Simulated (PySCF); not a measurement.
PySCF 2.14 output of an unrestricted PBE calculation on a single atom or ion in dyall-acv3z, with scalar relativity by spin-free X2C-1e:

```
SCF conv_tol = 1e-09
number electrons alpha = 2  beta = 1
    J. P. Perdew, K. Burke, and M. Ernzerhof.,  Phys. Rev. Lett. 77, 3865 (1996)
    J. P. Perdew, K. Burke, and M. Ernzerhof.,  Phys. Rev. Lett. 78, 1396 (1997)
    J. P. Perdew, K. Burke, and M. Ernzerhof.,  Phys. Rev. Lett. 77, 3865 (1996)
    J. P. Perdew, K. Burke, and M. Ernzerhof.,  Phys. Rev. Lett. 78, 1396 (1997)
cycle= 1 E= -13.8683702869987  delta_E= -0.00153  |g|= 0.00845  |ddm|= 0.0488
cycle= 2 E= -13.8683792476435  delta_E= -8.96e-06  |g|= 0.00136  |ddm|= 0.00716
cycle= 3 E= -13.8683795154263  delta_E= -2.68e-07  |g|= 5.06e-05  |ddm|= 0.0011
cycle= 4 E= -13.868379524472  delta_E= -9.05e-09  |g|= 3.96e-06  |ddm|= 0.000414
cycle= 5 E= -13.8683795245339  delta_E= -6.18e-11  |g|= 1.23e-07  |ddm|= 3.44e-05
converged SCF energy = -13.8683795245339  <S^2> = 0.75000008  2S+1 = 2.0000001
```

The run itself started from symmetry-adapted Hartree-Fock orbitals and held the occupation by maximum overlap, on a logarithmic radial grid, so the iterations belong to that start.

**Question.** Which element, charge and spin multiplicity is this?

**Answer.** Be⁺ (beryllium, charge +1), multiplicity 2; the state was [He] 3d1, 2D determinant (an excited configuration).

The outer electron is Rydberg-like, and this basis confines it to a smaller radius and binds it less than a complete one would.
